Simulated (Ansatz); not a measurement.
Total energies of Si₂N₂O from Ansatz at PBE-D4/def2-TZVP, gas phase (1 Eh = 27.2114 eV = 2625.5 kJ/mol). The reference geometry is relaxed at r2SCAN-D4/def2-SVP.

```xyz
5

Si   -0.0012    0.4377    1.9234
Si    0.8139    0.8373   -0.2749
N    -1.3884   -0.7003   -1.6847
N    -0.6192   -0.2444   -1.0018
O     1.1949   -0.3303    1.0380
```

```json
{"state": "charge 0 singlet", "geometry": "reference", "energy (Eh)": "-763.32816"}
{"state": "charge 1 doublet", "geometry": "reference", "energy (Eh)": "-763.04698"}
{"state": "charge 0 triplet", "geometry": "relaxed at r2SCAN-D4/def2-SVP", "energy (Eh)": "-763.30118"}
{"state": "charge 0 quintet", "geometry": "relaxed at r2SCAN-D4/def2-SVP", "energy (Eh)": "-763.20418"}
{"state": "free Si atom (triplet)", "geometry": "–", "energy (Eh)": "-289.22285"}
{"state": "free N atom (quartet)", "geometry": "–", "energy (Eh)": "-54.53214"}
{"state": "free O atom (triplet)", "geometry": "–", "energy (Eh)": "-75.00967"}
```

(1) Work out the vertical ionisation energy to the doublet.

(2) Which of the charge 0 states is lowest, and how far above it are the others?

(3) What is the binding energy per atom against free atoms?

(1) E(charge 1 doublet) − E(charge 0 singlet) = -763.04698 − (-763.32816) = 0.28118 Eh = 7.65 eV. For comparison, −ε of the highest occupied level is 4.90 eV at this level, 2.75 eV less.

(2) The singlet. triplet: -763.30118 − (-763.32816) = 0.02698 Eh = 70.8 kJ/mol; quintet: -763.20418 − (-763.32816) = 0.12398 Eh = 325.5 kJ/mol. The triplet differs in its bonds from the reference.

(3) Atoms: 2 × (-289.22285) + 2 × (-54.53214) + 1 × (-75.00967) = -762.51965 Eh. Binding: -762.51965 − (-763.32816) = 0.80851 Eh = 22.00 eV, or 4.40 eV for each of 5 atoms (no zero-point energy, no counterpoise term).

The structure comes from a short search, and lower isomers may exist.
